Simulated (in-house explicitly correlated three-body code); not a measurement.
Computed with an exponentially correlated three-body code. Model: two electrons around a point charge, non-relativistic, variational in 260 exponentially correlated functions (energies converged to about 1e-7 hartree, or 1e-8 relative for large Z).

For two electrons in a singlet the Kohn-Sham orbital is the square root of half the density, so the exact Kohn-Sham potential and energy parts follow from the density alone, and exchange is minus half the Hartree energy. The Kohn-Sham level equals minus the binding energy of the second electron.

Command:
```bash
python run_hyl.py task.json out
```
Settings (lengths in bohr, energies in hartree):
```
Z                      2.8
interaction_strength   1
functions              260
states_tried           13
```

Run time, properties included: 32 s on 1 thread of Intel(R) Xeon(R) Platinum 8488C (Sapphire Rapids), on a shared host.

**Converged states only, values per electron or pair.**

Given: nuclear charge 2.8.

| term | mean r (bohr) | mean r squared (bohr²) | mean inverse r (1/bohr) | mean r12 (bohr) | mean inverse r12 (1/bohr) | mean cosine | mean p1 dot p2 (bohr⁻²) | delta r1 (bohr⁻³) | delta r12 (bohr⁻³) |
| --- | --- | --- | --- | --- | --- | --- | --- | --- | --- |
| 1 1S | 0.62029 | 0.52438 | 2.488 | 0.93598 | 1.4432 | -0.046646 | 0.26281 | 5.4804 | 0.41097 |
| 2 3S | 1.6266 | 4.4971 | 1.6555 | 2.7952 | 0.42376 | -0.013257 | 0.015493 | 3.697 | - |
| 2 1S | 1.8046 | 5.6917 | 1.6347 | 3.1326 | 0.43052 | -0.014866 | 0.019247 | 3.6607 | 0.047141 |
| 2 3P | ? | ? | ? | ? | ? | ? | ? | ? | - |
| 2 1P | 1.6813 | 4.9757 | 1.6218 | 2.8789 | 0.44267 | 0.0074084 | 0.19676 | 3.5009 | 0.0067118 |
| 3 3S | 3.5484 | 24.637 | 1.5085 | 6.5921 | 0.19448 | -0.0038865 | 0.0042165 | 3.5479 | - |
| 3 1S | 3.8178 | 28.818 | 1.5029 | 7.1264 | 0.19543 | -0.0045985 | 0.0055756 | 3.5408 | 0.013727 |
| 3 3P | 3.5976 | 25.787 | 1.503 | 6.695 | 0.20291 | -0.01412 | -0.063615 | 3.4803 | - |
| 3 1P | 3.7751 | 28.52 | 1.4991 | 7.0387 | 0.19822 | 0.0021778 | 0.058517 | 3.4956 | 0.0022832 |
| 4 3S | 6.3034 | 82.154 | 1.4597 | 12.088 | 0.11055 | -0.0016029 | 0.0017016 | 3.5155 | - |
| 4 1S | ? | ? | ? | ? | ? | ? | ? | ? | ? |
| 4 3P | 6.4667 | 87.425 | 1.4575 | 12.416 | 0.11366 | -0.0057364 | -0.025508 | 3.4883 | - |
| 4 1P | 6.703 | 94.115 | 1.4559 | 12.884 | 0.11181 | 0.00090621 | 0.024649 | 3.4945 | 0.0010066 |

(1) What belongs in the row 2 3P?

(2) What belongs in the row 4 1S?

**Electric-dipole lines between converged S and P states, rate of the upper state's decay.**

```csv
s state,p state,p minus s (eV),oscillator strength from s,rate (1/s)
1 1S,2 1P,52.383,0.42988,1.7062e+10
1 1S,3 1P,58.406,0.10563,5.2117e+09
1 1S,4 1P,?,?,?
2 1S,2 1P,1.1517,0.23277,4.4655e+06
2 1S,3 1P,7.1742,0.24256,1.8057e+08
2 1S,4 1P,9.2913,0.069802,8.7158e+07
3 1S,2 1P,-5.6953,-0.10038,1.4128e+08
3 1S,3 1P,0.32716,0.39558,612420
3 1S,4 1P,2.4443,0.24811,2.144e+07
4 1S,2 1P,-8.0038,-0.019625,5.4553e+07
4 1S,3 1P,-1.9813,-0.21691,3.6948e+07
4 1S,4 1P,0.13582,0.54626,145740
2 3S,2 3P,2.0417,0.33762,2.0357e+07
2 3S,3 3P,?,?,?
2 3S,4 3P,10.866,0.053221,9.0883e+07
3 3S,2 3P,-6.0414,-0.12698,2.011e+08
3 3S,3 3P,0.52917,0.56181,2.2754e+06
3 3S,4 3P,2.7826,0.16519,1.8499e+07
4 3S,2 3P,-8.6121,-0.022803,7.3389e+07
4 3S,3 3P,-2.0416,-0.2748,4.97e+07
4 3S,4 3P,0.21182,0.77032,499910
```

(3) What belongs in the row 1 1S 4 1P?

(4) What belongs in the row 2 3S 3 3P?

**Functionals on the exact density and self-consistent, errors are functional minus exact, hybrids only self-consistent, a dash where a self-consistent run leaves the top level unbound.**

| result | exchange error (millihartree) | correlation error (millihartree) | functional driven error (millihartree) | density driven error (millihartree) | self consistent total error (millihartree) | top level plus exact binding (eV) |
| --- | --- | --- | --- | --- | --- | --- |
| OLYP | 2.9472 | -3.7644 | -0.8172 | -1.4375 | -2.2547 | 13.772 |
| PW91 | 18.121 | -6.4985 | 11.623 | -1.142 | 10.481 | 13.783 |
| r2SCAN | -4.6747 | 3.3316 | -1.343 | -0.28851 | -1.6315 | 12.595 |
| BP86 | 4.8026 | -1.5815 | 3.2211 | -0.71491 | 2.5062 | 13.813 |
| PBEsol | 89.705 | -12.682 | 77.022 | -1.1423 | 75.88 | 14.463 |
| PBE | 22.761 | -1.0202 | 21.741 | -1.1032 | 20.638 | 13.956 |
| revTPSS | -3.7428 | -4.7963 | -8.539 | -0.17823 | -8.7173 | 12.761 |
| HSE06 | - | - | - | - | ? | ? |
| r2SCAN0 | - | - | - | - | -0.29884 | 9.2244 |
| TPSS | -4.2978 | -2.0006 | -6.2984 | -0.28913 | -6.5875 | 13.005 |
| AM05 | 163.8 | -70.677 | 93.125 | -1.3487 | 91.776 | 14.652 |
| SCAN | -4.6747 | 3.3316 | -1.343 | -0.28851 | -1.6315 | 12.595 |
| PBE0 | - | - | - | - | ? | ? |
| M06-L | -17.496 | -0.97872 | -18.474 | -2.2845 | -20.759 | 12.459 |

(5) What belongs in the row HSE06?

(6) What belongs in the row PBE0?

**Density and exact potentials over r, pair density (one pair, times 4 pi r12^2) and exact minus Kohn-Sham pair density over r12.**

| radius (bohr) | radial density (electrons/bohr) | exchange potential (hartree) | intracule density (1/bohr) | Coulomb hole against Kohn-Sham (1/bohr) | correlation potential (hartree) |
| --- | --- | --- | --- | --- | --- |
| 0.0768 | 0.53029 | -2.4331 | 0.031852 | -0.01227 | -0.042 |
| 0.0895 | 0.67159 | -2.4159 | 0.043324 | -0.01604 | -0.038 |
| 0.104 | 0.83754 | -2.3942 | 0.058495 | -0.0207 | -0.034 |
| 0.122 | 1.0447 | -2.3649 | 0.080274 | -0.02685 | -0.028 |
| 0.142 | ? | ? | ? | ? | ? |
| 0.165 | 1.5136 | -2.286 | 0.14426 | -0.04206 | -0.015 |
| 0.192 | 1.7727 | -2.2322 | 0.19178 | -0.05118 | -0.008 |
| 0.224 | 2.0341 | -2.1658 | 0.25372 | -0.06081 | 0 |
| 0.261 | 2.2707 | -2.0871 | 0.33061 | -0.06968 | 0.008 |
| 0.304 | 2.459 | -1.9953 | 0.42346 | -0.07629 | 0.015 |
| 0.354 | 2.573 | -1.8901 | 0.53078 | -0.07866 | 0.021 |
| 0.413 | 2.5886 | -1.7707 | 0.64912 | -0.07457 | 0.024 |
| 0.481 | 2.4897 | -1.6415 | 0.76562 | -0.06246 | 0.026 |
| 0.561 | ? | ? | ? | ? | ? |
| 0.653 | 1.9593 | -1.3604 | 0.93102 | -0.01585 | 0.022 |
| 0.761 | 1.5772 | -1.2164 | 0.93987 | 0.01141 | 0.017 |
| 0.887 | 1.1741 | -1.0756 | 0.87964 | 0.03306 | 0.013 |
| 1.03 | 0.80719 | -0.9452 | 0.75572 | 0.04339 | 0.008 |
| 1.2 | 0.49669 | -0.82199 | 0.58213 | 0.04134 | 0.005 |
| 1.4 | 0.2693 | -0.70987 | 0.39352 | 0.02991 | 0.003 |
| 1.64 | 0.12379 | -0.60831 | 0.22474 | 0.01566 | 0.002 |
| 1.91 | 0.049564 | -0.52314 | 0.10961 | 0.005464 | 0.001 |

(7) What belongs in the row 0.142?

(8) What belongs in the row 0.561?

## Answers

(1) mean r (bohr): 1.5614; mean r squared (bohr²): 4.2379; mean inverse r (1/bohr): 1.6355; mean r12 (bohr): 2.6818; mean inverse r12 (1/bohr): 0.46161; mean cosine: -0.052279; mean p1 dot p2 (bohr⁻²): -0.24395; delta r1 (bohr⁻³): 3.4435.

(2) mean r (bohr): 6.6661; mean r squared (bohr²): 92.307; mean inverse r (1/bohr): 1.4575; mean r12 (bohr): 12.811; mean inverse r12 (1/bohr): 0.11076; mean cosine: -0.001951; mean p1 dot p2 (bohr⁻²): 0.0023198; delta r1 (bohr⁻³): 3.5132; delta r12 (bohr⁻³): 0.0057132.

(3) p minus s (eV): 60.523; oscillator strength from s: 0.041878; rate (1/s): 2.2188e+09.

(4) p minus s (eV): 8.6123; oscillator strength from s: 0.16838; rate (1/s): 1.8064e+08.

(5) self consistent total error (millihartree): 13.654; top level plus exact binding (eV): 10.605.

(6) self consistent total error (millihartree): 15.589; top level plus exact binding (eV): 10.203.

(7) radial density (electrons/bohr): 1.2695; exchange potential (hartree): -2.3295; intracule density (1/bohr): 0.10806; Coulomb hole against Kohn-Sham (1/bohr): -0.03392; correlation potential (hartree): -0.022.

(8) radial density (electrons/bohr): 2.2728; exchange potential (hartree): -1.5025; intracule density (1/bohr): 0.86686; Coulomb hole against Kohn-Sham (1/bohr): -0.04197; correlation potential (hartree): 0.025.

The density-driven part is never positive, since each functional's own density lowers its energy. Here it is small beside the functional-driven part (median ratio 0.098), the normal case.
